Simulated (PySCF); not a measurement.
Computed shifts of a molecule C2H7GaO, PBE/pcSseg-1 run with PySCF, GIAO, gas phase, equivalent atoms averaged, in ppm (number of nuclei): ¹H: 6.28 (1), 4.61 (3), 0.51 (3). ¹³C: 64.6 (1), -1.1 (1). References: ¹H against TMS (σ = 31.49 ppm); ¹³C against TMS (σ = 182.0 ppm); ¹⁷O against H2O (σ = 334.3 ppm), references at their B3LYP-D3(BJ)/def2-TZVP geometries, non-relativistic. Geometry: B3LYP-D3(BJ)/def2-SVP. Other conformers were not sampled.

Task: Which structure fits?
(A) C[O][GaH][CH3]
(B) [CH3][Ga]([CH3])[OH]
(C) CC[O][GaH2]

Result: A, C[O][GaH][CH3]
